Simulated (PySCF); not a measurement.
H10NSi3, SMILES [NH+]([SiH3])([SiH3])[SiH3], charge +1.

Geometry: PBE0-D3(BJ)/def2-SVP. The isomer is the one that the SMILES or the coordinates give; other isomers of the formula were not compared.

All values below come from PBE0-D3(BJ)/def2-SVP in PySCF.

Frequencies are harmonic and unscaled.

Modes within 1.5 cm⁻¹ of each other (mostly degenerate sets) share a row, with their intensities summed.

```json
[
 {"mode": "1–2", "ν (cm⁻¹)": "128", "IR (km/mol)": "0.4", "Raman (Å⁴/amu)": "0.6", "depolarisation": "0.75", "moving atoms (share of kinetic energy)": "H 87 %, Si 12 %"},
 {"mode": "3–4", "ν (cm⁻¹)": "165", "IR (km/mol)": "2.2", "Raman (Å⁴/amu)": "0.2", "depolarisation": "0.75", "moving atoms (share of kinetic energy)": "Si 64 %, H 29 %"},
 {"mode": "5", "ν (cm⁻¹)": "167", "IR (km/mol)": "0.0", "Raman (Å⁴/amu)": "0.6", "depolarisation": "0.13", "moving atoms (share of kinetic energy)": "H 97 %"},
 {"mode": "6", "ν (cm⁻¹)": "220", "IR (km/mol)": "1.6", "Raman (Å⁴/amu)": "1.2", "depolarisation": "0.59", "moving atoms (share of kinetic energy)": "Si 39 %, H 32 %, N 29 %"},
 {"mode": "7", "ν (cm⁻¹)": "474", "IR (km/mol)": "0.9", "Raman (Å⁴/amu)": "13.2", "depolarisation": "0.17", "moving atoms (share of kinetic energy)": "Si 54 %, H 27 %, N 19 %"},
 {"mode": "8–9", "ν (cm⁻¹)": "581", "IR (km/mol)": "41.9", "Raman (Å⁴/amu)": "13.2", "depolarisation": "0.75", "moving atoms (share of kinetic energy)": "H 60 %, Si 22 %, N 18 %"},
 {"mode": "10", "ν (cm⁻¹)": "614", "IR (km/mol)": "0.3", "Raman (Å⁴/amu)": "0.3", "depolarisation": "0.40", "moving atoms (share of kinetic energy)": "H 92 %, Si 8 %"},
 {"mode": "11–12", "ν (cm⁻¹)": "634", "IR (km/mol)": "36.0", "Raman (Å⁴/amu)": "27.6", "depolarisation": "0.75", "moving atoms (share of kinetic energy)": "H 81 %, Si 12 %"},
 {"mode": "13–14", "ν (cm⁻¹)": "790", "IR (km/mol)": "469.8", "Raman (Å⁴/amu)": "22.6", "depolarisation": "0.75", "moving atoms (share of kinetic energy)": "H 52 %, N 35 %, Si 14 %"},
 {"mode": "15", "ν (cm⁻¹)": "805", "IR (km/mol)": "101.6", "Raman (Å⁴/amu)": "7.6", "depolarisation": "0.63", "moving atoms (share of kinetic energy)": "H 60 %, N 31 %, Si 9 %"},
 {"mode": "16–18", "ν (cm⁻¹)": "910", "IR (km/mol)": "216.7", "Raman (Å⁴/amu)": "27.6", "depolarisation": "0.75", "moving atoms (share of kinetic energy)": "H 93 %"},
 {"mode": "19–20", "ν (cm⁻¹)": "922", "IR (km/mol)": "142.6", "Raman (Å⁴/amu)": "23.2", "depolarisation": "0.75", "moving atoms (share of kinetic energy)": "H 96 %"},
 {"mode": "21–22", "ν (cm⁻¹)": "926", "IR (km/mol)": "111.3", "Raman (Å⁴/amu)": "43.1", "depolarisation": "0.75", "moving atoms (share of kinetic energy)": "H 96 %"},
 {"mode": "23", "ν (cm⁻¹)": "930", "IR (km/mol)": "91.7", "Raman (Å⁴/amu)": "0.6", "depolarisation": "0.12", "moving atoms (share of kinetic energy)": "H 96 %"},
 {"mode": "24", "ν (cm⁻¹)": "961", "IR (km/mol)": "21.5", "Raman (Å⁴/amu)": "1.7", "depolarisation": "0.46", "moving atoms (share of kinetic energy)": "H 90 %, Si 10 %"},
 {"mode": "25–26", "ν (cm⁻¹)": "1121", "IR (km/mol)": "194.0", "Raman (Å⁴/amu)": "3.1", "depolarisation": "0.75", "moving atoms (share of kinetic energy)": "H 85 %, N 14 %"},
 {"mode": "27–28", "ν (cm⁻¹)": "2282", "IR (km/mol)": "21.4", "Raman (Å⁴/amu)": "11.7", "depolarisation": "0.75", "moving atoms (share of kinetic energy)": "H 99 %"},
 {"mode": "29", "ν (cm⁻¹)": "2284", "IR (km/mol)": "2.4", "Raman (Å⁴/amu)": "582.6", "depolarisation": "0.00", "moving atoms (share of kinetic energy)": "H 99 %"},
 {"mode": "30", "ν (cm⁻¹)": "2309", "IR (km/mol)": "12.9", "Raman (Å⁴/amu)": "83.3", "depolarisation": "0.73", "moving atoms (share of kinetic energy)": "H 95 %"},
 {"mode": "31–32", "ν (cm⁻¹)": "2312", "IR (km/mol)": "49.7", "Raman (Å⁴/amu)": "42.6", "depolarisation": "0.75", "moving atoms (share of kinetic energy)": "H 95 %"},
 {"mode": "33–34", "ν (cm⁻¹)": "2319", "IR (km/mol)": "64.3", "Raman (Å⁴/amu)": "200.4", "depolarisation": "0.75", "moving atoms (share of kinetic energy)": "H 95 %"},
 {"mode": "35", "ν (cm⁻¹)": "2321", "IR (km/mol)": "55.3", "Raman (Å⁴/amu)": "24.7", "depolarisation": "0.30", "moving atoms (share of kinetic energy)": "H 95 %"},
 {"mode": "36", "ν (cm⁻¹)": "3458", "IR (km/mol)": "87.6", "Raman (Å⁴/amu)": "37.4", "depolarisation": "0.21", "moving atoms (share of kinetic energy)": "H 93 %"}
]
```
